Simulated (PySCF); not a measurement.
SMILES C#C/C=C\C#N (C₅H₃N), singlet, CAM-B3LYP/def2-SVP optimised geometry.

```
9

C      1.72     1.24     0.00
C      0.51     1.24     0.00
C     -0.91     1.27     0.00
C     -1.71     0.19    -0.04
C     -1.22    -1.16    -0.10
N     -0.86    -2.25    -0.15
H      2.79     1.23     0.00
H     -1.39     2.25     0.04
H     -2.79     0.31    -0.04
```

Density from CAM-B3LYP/def2-TZVP in PySCF at that geometry.

Minimum of the electron density along straight lines between bonded atoms, close to the bond critical point (lines longer than 1.1 times the sum of covalent radii, or with two minima, are not listed):

| bond | length / Å | ρ at the minimum / e bohr⁻³ | ∇²ρ there / e bohr⁻⁵ | position (fraction from the first atom) |
|---|---|---|---|---|
| C1–C2 | 1.208 | [?] | [?] | 0.49 |
| C2–C3 | 1.423 | 0.294 | -0.87 | 0.52 |
| C3–C4 | 1.345 | 0.346 | -1.05 | 0.50 |
| C4–C5 | 1.430 | 0.287 | -0.84 | 0.46 |
| C5–N6 | 1.155 | 0.495 | -0.28 | 0.35 |
| C1–H7 | 1.075 | 0.285 | -1.06 | 0.67 |
| C3–H8 | 1.094 | 0.282 | -1.01 | 0.66 |
| C4–H9 | 1.092 | 0.282 | -1.01 | 0.66 |

**Question.** Fill in the missing entries.

**Answer.** 
- C1–C2, ρ at the minimum / e bohr⁻³: 0.415
- C1–C2, ∇²ρ there / e bohr⁻⁵: -1.18
